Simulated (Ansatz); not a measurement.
Reaction (redistribution): `[NH2][Ga]([F])[SH]` + `[F][Ti]([F])([F])[F]` → `[F][Ga]([F])[SH]` + `[NH2][Ti]([F])([F])[F]`

Isolated molecules relaxed with PBE0-D4/def2-TZVP in Ansatz; ΔE leaves out vibrations. CBS: MP2 limit from def2 TZ/QZ plus the TZ coupled-cluster correction, frozen cores. Functionals use def2-TZVPP. B3LYP here is the variant with VWN-RPA as its local correlation; programs differ in this. For Ga, Ti outer-core shells are correlated without core-valence functions, which leaves a few kJ/mol of doubt a bond. Scalar relativity is left out up to krypton. One conformer a species, not always the lowest.

```
             level  ΔE (kJ/mol)  difference from CCSD(T)/CBS
            PBE-D4         59.6                          4.6
         r2SCAN-D4         60.4                          5.4
           PBE0-D4         58.2                          3.2
          B3LYP-D4         54.4                         -0.6
           ωB97X-V         60.2                          5.2
           ωB97M-V         57.6                          2.6
            B2PLYP         55.5                          0.5
               PBE         59.4                          4.4
            r2SCAN         60.4                          5.4
              PBE0         58.0                          3.0
             B3LYP         54.2                         -0.8
     HF/def2-TZVPP         51.9                         -3.1
    MP2/def2-TZVPP         56.3                          1.3
SCS-MP2/def2-TZVPP         54.7                         -0.3
   CCSD/def2-TZVPP         55.2                          0.2
CCSD(T)/def2-TZVPP         55.2                          0.2
     HF/def2-QZVPP         51.4                         -3.6
    MP2/def2-QZVPP         56.0                          1.0
SCS-MP2/def2-QZVPP         54.2                         -0.8
      HF/CBS(def2)         51.4                         -3.6
     MP2/CBS(def2)         56.1                          1.1
    CCSD/CBS(def2)         55.0                          0.0
       CCSD(T)/CBS         55.0                            0
```

Largest T1 diagnostic among the species: 0.024, so the coupled-cluster value is less sure than usual.

In def2-TZVPP, CCSD(T) changes the Hartree–Fock value by +3.4 kJ/mol (the triples alone add +0.1 kJ/mol) and MP2 by +4.4 kJ/mol.
